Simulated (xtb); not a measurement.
C5H9O (SMILES [OH+]=C1CCCC1), charge +1, singlet, geometry from GFN2-xTB. Base run: GFN0-xTB run with xtb 6.7.1.

The xtb input:
```
$ xtb mol.xyz --gfn 0 --chrg 1 --json

# file mol.xyz
15

O      1.98331428    -0.63990152    -0.02728142
C      0.78245456    -0.23407416    -0.00464625
C      0.31689025     1.12909171     0.26854165
C     -1.16730756     1.11833699    -0.12427967
C     -1.58915877    -0.33179118     0.12646995
C     -0.34204424    -1.13686668    -0.25687164
H      2.68935033     0.01943392     0.12315407
H      0.41019061     1.29208358     1.35221572
H      0.91336981     1.90936287    -0.20995171
H     -1.75480918     1.82761363     0.45161533
H     -1.27179405     1.36978737    -1.17969754
H     -1.82052009    -0.48585570     1.18041121
H     -2.46133190    -0.61574005    -0.45514328
H     -0.34313553    -1.35910584    -1.33335732
H     -0.23283981    -2.10654762     0.23372077
```

The base run was repeated with changes; each row names its change, and settings that it needs were set with it.

| change | ΔE vs base (kJ/mol) | HOMO-LUMO gap (eV) |
|---|---|---|
| base | 0.00 | 4.41 |
| acc = 0.0001 | 0.00 | 4.41 |
| acc = 30 | 0.00 | 4.41 |
| etemp = 3000 | -0.02 | 4.41 |
